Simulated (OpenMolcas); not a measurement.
Ta I: effect of the active space

- Program: OpenMolcas 26.06
- Method: MS-CASPT2, IPEA 0.25 Eh, imaginary shift 0.1 Eh
- Basis: ANO-RCC-VQZP
- Scalar Hamiltonian: DKH2, point nucleus
- Spin-orbit coupling: RASSI with atomic mean-field integrals over the reference wave functions, term energies averaged over their components

A. 3 electrons in 5 orbitals (5d); 2S+1 = 4 even, 10 roots; 2S+1 = 2 even, 40 roots; closed shells correlated: 5s 5p 6s; CASPT2 step about 60 core-seconds
B. 5 electrons in 6 orbitals (5d 6s); 2S+1 = 4 even, 50 roots; 2S+1 = 6 even, 6 roots kept (CI in the orbitals of an earlier block); 2S+1 = 2 even, 98 roots kept (CI in the orbitals of an earlier block); closed shells correlated: 5s 5p; CASPT2 step roughly 5 core-minutes

Energies in eV above 5d3 6s2 4F 3/2, the measured ground level; measured values from NIST Handbook of Basic Atomic Spectroscopic Data.

```
                   Level       A       B  Measured
          5d3 6s2 4F 3/2  0.0000  0.0000    0.0000
          5d3 6s2 4F 5/2   0.292  0.2289    0.2492
          5d3 6s2 4F 7/2   0.561   0.464    0.4915
          5d3 6s2 4F 9/2   0.776   0.667    0.6969
   5d3 6s2 4P 1/2 [67 %]   1.077   0.722    0.7500
          5d3 6s2 2G 7/2   1.300   1.252          
          5d3 6s2 4P 5/2   1.486   1.064    1.1473
   5d3 6s2 2P 1/2 [67 %]   1.672   1.410          
       5d3 6s2 2D 5/2(1)   1.955   1.629          
         5d3 6s2 2H 11/2   1.967   1.943          
   5d3 6s2 2P 3/2 [55 %]   2.213   1.987          
          5d3 6s2 2F 7/2   2.558   2.235          
          5d3 6s2 2F 5/2   2.564   2.216          
5d3 6s2 2D 3/2(2) [66 %]   3.900   3.406
```

Deviations, from unrounded energies. A percentage is the sum of absolute deviations over the sum of measured energies, with the sign that they share, or ± where signs differ.

```
                        Against measurement  Levels      A     B
             mean absolute deviation (cm-1)       5   1400   310
      fine structure of the ground term (%)       3  +13.3  -5.4
other terms of the ground configuration (%)       2  +35.0  -5.9
```

B lies closest to measurement on these levels. The largest miss of B in the table is 5d3 6s2 4P 5/2, by -670 cm-1. The ranking rests on the paired levels alone, and a cruder setting can come out closer through cancelling errors.

Between A and B the level of the table that moves most is 5d3 6s2 2D 3/2(2) [66 %], by 4000 cm-1 (lowest in B, highest in A). Moves below CASPT2's spread within the term are not significant.

CASPT2 does not keep the components of a term degenerate, so their means are used; among the terms shown or strongly mixed into the levels shown the widest spread is 1200 cm-1 (5d3 6s2 4F, B). Over all roots computed the reference weight is 0.87 to 0.92 in B; the roots of lowest weight are the least certain, and an intruder state may touch them. With the s shell closed, the reference lacks s² → p², s² → d² and s → d mixing, so excited terms can stand far too high and out of order, with CASPT2 too (holds for A). The CASPT2 spread within a term exceeds the gap to the next term for 5d3 6s2 2G and 5d3 6s2 4P, so the order of their levels is uncertain (holds for A). Some terms miss by over 15 % even with CASPT2, which points to a basis or an active space too small for the shells correlated (holds for A). Blocks of more than 70 roots (2S+1 = 2 even) ran without multistate coupling (holds for B). Terms from blocks run as CI alone lack orbitals of their own (holds for B). Configurations are named by rounded mean occupations; where the s occupation lies near a half they are strongly mixed, a name can repeat and a true partner stay unpaired (holds for B). Measured partners are found by configuration, term and J. A level has none where our copy of the source lacks it or the pairing is in doubt (some pairs that miss far off the trend of their configuration count as doubtful), and it then counts in no deviation. Levels of configurations outside the active space are missing. Levels that lie high or do not pair safely by name in every column are left out.

A share in square brackets marks a mixed level and gives the weight of the term that names it, the lowest over the columns. A number in round brackets counts repeated terms of one configuration in the order of the reference energies.
